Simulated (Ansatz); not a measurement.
Diatomic Cl$_{2}$-, multiplicity 2 (lowest of 2S+1 = 2, 4 at CCSD(T)/def2-TZVPP on PBE0 minima; our sources give no spin for the ground state, which may be another).

Constants: fifth-degree fit in 1/R to seven points, most abundant isotopes. In def2 and cc sets the state is the lowest found near the PBE0 minimum, followed along R.

Run with Ansatz (a quantum-chemistry and plane-wave program) with Gaussian orbitals. Each number belongs to the level named beside it.

Energies at BHLYP/def2-TZVPP:

| R (Å) | E (hartree) |
|---|---|
| 2.454188 | -920.47528425 |
| 2.520161 | -920.47723537 |
| 2.580856 | -920.47818831 |
| 2.649468 | -920.47850679 |
| 2.718080 | -920.47820860 |
| 2.797247 | -920.47730468 |
| 2.889609 | -920.47573287 |

Question: With a reduced mass of 17.4844 u, find the minimum, the force constant and the constants.

Answer: A fifth-degree polynomial in 1/R puts the minimum at r_e = 2.6473 Å with force constant 57.3 N/m. Then ω_e = (1/2πc)√(k/μ) = 236 cm⁻¹ and B_e = h/(8π²cμr_e²) = 0.1376 cm⁻¹; the cubic and quartic terms give α_e = 0.0013 and ω_e x_e = 1.9 cm⁻¹.
